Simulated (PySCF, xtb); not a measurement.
GeClI, SMILES [Cl][Ge][I] (connectivity only; charge and spin as stated), neutral, multiplicity 1.

GFN2-xTB in xtb at its own geometry gives an orbital gap of 3.50 eV and a dipole moment of 6.54 D.

Geometry: B3LYP-D3(BJ)/def2-TZVP. The def2 effective core potentials stand for the cores of I; spin–orbit coupling is left out.

What does PySCF with B3LYP/def2-TZVPD give? (Estimate from the structure and the level; the computed values follow.)

gap 3.88 eV (levels -7.39 and -3.50 eV), dipole 1.88 D.
